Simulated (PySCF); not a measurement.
A PySCF script (with the pyscf-properties extension) for the NMR shieldings of `C#CB(N)NC(C)C`, C$_{5}$H$_{11}$BN$_{2}$, on a GFN2-xTB geometry:

```python
import basis_set_exchange as bse
import numpy as np
from pyscf import gto, dft
from pyscf.prop import nmr

atoms = """
C     2.386212    1.317052    1.761924
C     2.006320    0.565896    0.903751
B     1.535609   -0.392360   -0.191372
N     2.490922   -1.161104   -0.883438
N     0.170372   -0.501465   -0.500497
C    -0.930739    0.212084    0.101018
C    -1.919778   -0.764822    0.745063
C    -1.639885    1.086761   -0.938138
H     2.717146    1.974568    2.513853
H     2.258524   -1.815386   -1.608980
H     3.473089   -1.116044   -0.685124
H    -0.127054   -1.133959   -1.228856
H    -0.506224    0.855281    0.879114
H    -1.407435   -1.380242    1.480484
H    -2.355828   -1.416164   -0.010932
H    -2.722112   -0.224133    1.240581
H    -2.439791    1.657195   -0.472911
H    -0.932040    1.779046   -1.387871
H    -2.067110    0.467046   -1.725132
"""
names = dict.fromkeys(["C", "B", "N", "H"], "pcSseg-1")
basis = {el: gto.basis.parse(bse.get_basis(n, elements=[el], fmt="nwchem")) for el, n in names.items()}
mol = gto.M(atom=atoms, basis=basis, charge=0, verbose=0)
mf = dft.RKS(mol, xc="PBE0")
mf.grids.level = 2
mf.grids.alignment = dft.numint.BLKSIZE   # the property module wants whole blocks of grid points
mf.conv_tol = 1e-9
mf.kernel()

calc = nmr.RKS(mf)   # GIAO
C = mf.mo_coeff
Co = C[:, mf.mo_occ > 0]
resp = mf.gen_response(singlet=True, hermi=2)
def vind(x):   # induced exchange potential for any number of trial vectors
    d = np.einsum("pi,xij,qj->xpq", C, 2 * x.reshape(-1, C.shape[1], Co.shape[1]), Co, optimize=True)
    return np.einsum("xpq,pi,qj->xij", resp(d - d.transpose(0, 2, 1)), C, Co, optimize=True).ravel()
mo1, _ = nmr.rhf.solve_mo1(calc, with_cphf=vind)
sigma = calc.kernel(mo1)
for i, s in enumerate(sigma):   # ppm
    print("%2d %-2s %9.2f" % (i, mol.atom_pure_symbol(i), np.trace(s) / 3))
```

**Question.** What are the results?

**Answer.** 
```
 0 C      89.48
 1 C      95.56
 2 B      83.19
 3 N     199.26
 4 N     149.76
 5 C     137.75
 6 C     157.93
 7 C     157.76
 8 H      29.74
 9 H      29.71
10 H      29.24
11 H      29.76
12 H      27.80
13 H      30.33
14 H      30.93
15 H      30.55
16 H      30.55
17 H      30.32
18 H      30.93
```

These numbers come from an equivalent density-fitted implementation of the same equations, which agrees with the script to about 0.01 ppm for H and up to a few tenths of a ppm for heavy atoms, so last digits may differ.

Size and cost of the density-fitted run: 191 basis functions, 71 s wall time on 1 thread of an Arm Neoverse N1, shared host; peak memory 0.85 GiB.
